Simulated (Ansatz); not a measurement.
One geometry of the cluster Re₃, several levels of theory.

```yaml
crystal:
  periodic: [false, false, false]
  atoms:
    - {symbol: Re, position_ang: [-1.104683, 0.672077, 0.175948]}
    - {symbol: Re, position_ang: [0.898129, 0.035061, 0.945691]}
    - {symbol: Re, position_ang: [0.206554, -0.707137, -1.121639]}
basis:
  gaussian: {orbitals: def2-TZVP, initial_orbitals: start.molden}
magnetization: {spin_polarized: true, initial_magnetization: 3}
hamiltonian: {xc: {name: BLYP}, dispersion: d4}
scf: {omitted_lower_state_checks: [starts]}
output: {orbitals: {seedname: orbitals}}
```

The file start.molden holds the orbitals of an earlier run on this structure, at another level or in another basis.

```sh
$ ansatz run in.yaml --threads 4 --pin off --events-out ev --progress --plain --max-ram 3916MiB
```

Output, abridged:

```
Functional definition: BLYP
1026 factors; their error is unknown
mean field evaluation 1: about -6385.9300 eV, gradient 7.6e0 eV
mean field evaluation 2: about -6386.4217 eV, gradient 1.0e0 eV
mean field evaluation 4: about -6386.5390 eV, gradient 3.2e-1 eV
mean field evaluation 8: about -6386.5379 eV, gradient 4.4e-2 eV
mean field evaluation 16: about -6386.5381 eV, gradient 2.4e-5 eV
mean field -6386.53814450 eV, -234.7009478595 hartree, gradient 9.8e-6 eV, S^2 4.108370; 0 other end points of the search recorded, 0 dependent functions left out
reference -6386.53839079 eV, -234.7009569104 hartree; 24, 21 occupied and 96, 99 virtual orbitals, 1026 factors
Total energy: -6386.83796040 eV, -234.7119658904 hartree
Checks for a lower state left out: starts
```

Run time 7.5 s (4 threads of Arm Neoverse V2 on a shared host).

The first input with `hamiltonian: {xc: {name: B3LYP}, dispersion: d4}` (abridged; 8.5 s):

```
Functional definition: B3LYP
mean field evaluation 16: about -6388.0237 eV, gradient 6.3e-6 eV
mean field -6388.02371121 eV, -234.7555414289 hartree, gradient 6.3e-6 eV, S^2 4.522103
Total energy: -6388.29109063 eV, -234.7653674415 hartree
Checks for a lower state left out: starts
```

First input, but with `hamiltonian: {xc: {name: CAM-B3LYP}, dispersion: d4}` (abridged; 10 s):

```
Functional definition: CAM-B3LYP
mean field evaluation 16: about -6379.9796 eV, gradient 4.5e-6 eV
mean field -6379.97963714 eV, -234.4599271594 hartree, gradient 4.5e-6 eV, S^2 5.065488
Total energy: -6380.12974546 eV, -234.4654435385 hartree
Checks for a lower state left out: starts
```

Geometry: PBE-D4/def2-TZVP.

In the def2 sets Re takes a core potential; there is no spin–orbit coupling. B3LYP takes the VWN-RPA correlation. At BLYP-D4/def2-TZVP, B3LYP-D4/def2-TZVP, CAM-B3LYP-D4/def2-TZVP the charge 0 quartet is spin-contaminated (final ⟨S²⟩ up to 5.07, 3.75 for a pure state). At BLYP-D4/def2-TZVP the gap within one spin of the charge 0 quartet nearly closes, so an electron or hole may be smeared out by delocalisation error. The order of the spin states hangs on the level: the doublet lies 0.24 eV below the quartet at BLYP-D4/def2-TZVP, but 0.05 eV above it at CAM-B3LYP-D4/def2-TZVP. The quartet is doubtful at BLYP-D4/def2-TZVP (⟨S²⟩ 4.11, where a pure state has 3.75). The doublet is doubtful at BLYP-D4/def2-TZVP (⟨S²⟩ 1.08, where a pure state has 0.75). The quartet is doubtful at CAM-B3LYP-D4/def2-TZVP (⟨S²⟩ 5.07, where a pure state has 3.75). The doublet is doubtful at CAM-B3LYP-D4/def2-TZVP (⟨S²⟩ 2.33, where a pure state has 0.75). The structure comes from a short search, and lower isomers may exist.
